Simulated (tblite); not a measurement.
C₄H₁₀SSi.
Atom-mapped SMILES: `[CH3:1][S:2][CH:3]1[CH2:4][SiH2:5][CH2:6]1` (hydrogens: H7, H8, H9 on C1; H10 on C3; H11, H12 on C4; H13, H14 on Si5; H15, H16 on C6)

A start from a force field or distance geometry was refined with GFN2-xTB geometry optimisation, gas phase in tblite 0.8.0. Values at the start:

| coordinate | start |
| --- | --- |
| C1–S2 | 1.809 Å |
| C1–H7 | 1.084 Å |
| S2–C3 | 1.823 Å |
| C3–C4 | 1.569 Å |
| C3–H10 | 1.100 Å |
| C4–Si5 | 1.897 Å |
| C4–H11 | 1.106 Å |
| C4–H12 | 1.087 Å |
| Si5–H13 | 1.488 Å |
| Si5–H14 | 1.491 Å |
| C1–S2–C3 | 97.5° |
| S2–C3–C4 | 110.8° |
| S2–C3–C6 | 112.0° |
| C3–C4–Si5 | 87.9° |
| C3–C6–Si5 | 88.0° |
| C4–C3–C6 | 95.1° |
| C4–Si5–C6 | 75.3° |
| S2–C3–C4–Si5 | 146° |
| S2–C3–C6–Si5 | -145° |
| C3–C4–Si5–C6 | -25° |
| C4–Si5–C6–C3 | 25° |

Task: How do these coordinates change at the GFN2-xTB level?

Result: 
```tsv
coordinate	GFN2-xTB (Å or °)	change
C3–C4	1.536	-0.033
Si5–H13	1.460	-0.028
Si5–H14	1.463	-0.028
C4–H11	1.089	-0.017
C4–Si5	1.912	+0.015
C3–H10	1.091	-0.009
S2–C3	1.828	+0.005
C1–S2	1.814	+0.005
C1–H7	1.085	+0.001
C4–H12	1.087	0.000
C4–C3–C6	100.3	+5.2
C3–C4–Si5	90.5	+2.6
S2–C3–C6	114.6	+2.6
C3–C6–Si5	90.4	+2.4
C1–S2–C3	99.1	+1.6
S2–C3–C4	112.3	+1.5
C4–Si5–C6	76.2	+0.9
C4–Si5–C6–C3	11	-14
C3–C4–Si5–C6	-11	+14
S2–C3–C6–Si5	-134	+11
S2–C3–C4–Si5	136	-10
```

The energy falls by 7.2 kcal/mol over 76 L-BFGS steps, the largest force on an atom goes from 1.98 to 0.007 eV/Å, and the atoms move by 0.273 Å rms after alignment. The bond that changes most is C3–C4 (sp3 carbon bound to sulfur to sp3 carbon bound to silicon), which shortens by 0.033 Å. Bonds longer at the end by more than 0.005 Å: 2 of 16; shorter: 10. Among the dihedrals that turn most is H10–C3–C4–H11, from 160° to 140°. Rotational constants go from 5856, 1254, 1121 to 5852, 1248, 1114 MHz.

Its GFN2-xTB frequencies are all real (lowest 59 cm⁻¹). One conformer, not necessarily the lowest.

The numbers are calculated, not measured.
